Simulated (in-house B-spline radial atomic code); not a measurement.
A fraction x of an electron is removed from 2p in Ne⁴⁺, starting from [He] 2s2 2p2 and keeping the highest spin. All numbers are computed (scalar-relativistic (X2C) PBEsol, spin-polarised, spherical fractional occupations; Fermi nucleus of rms radius 3.0055 fm) with an all-electron radial atomic-structure program (B-spline basis), not measured.

```
   x  E(x) - E(0) (eV)  2p up level (eV)
   0            0.0000          -111.807
0.08            9.0387          -114.162
0.24           27.6839          -118.912
0.36           42.1689          -122.508
0.46           54.5704          -125.526
 0.5           59.6157          -126.738
0.59           71.1451          -129.475
0.64           77.6571          -131.002
 0.8           99.0100          -135.916
 0.9          112.7561          -139.008
   1          126.8120          -142.113
```

The exact functional would give a straight line between the two integer points. Deviations E(x) - E(0) - x[E(1) - E(0)], in eV: -1.106 at x = 0.08, -2.751 at x = 0.24, -3.483 at x = 0.36, -3.763 at x = 0.46, -3.79 at x = 0.5, -3.674 at x = 0.59, -3.503 at x = 0.64, -2.44 at x = 0.8, -1.375 at x = 0.9.

The curve lies below the straight line by up to 3.79 eV (at x = 0.5): convex, the delocalisation error that favours fractional charges.

(1) How well does Slater's transition state (minus the level at half occupation) give the ionisation energy?

## Answers

(1) It gives 126.738 eV against 126.812 eV from the two total energies; NIST lists 126.25 eV, ground level to ground level.
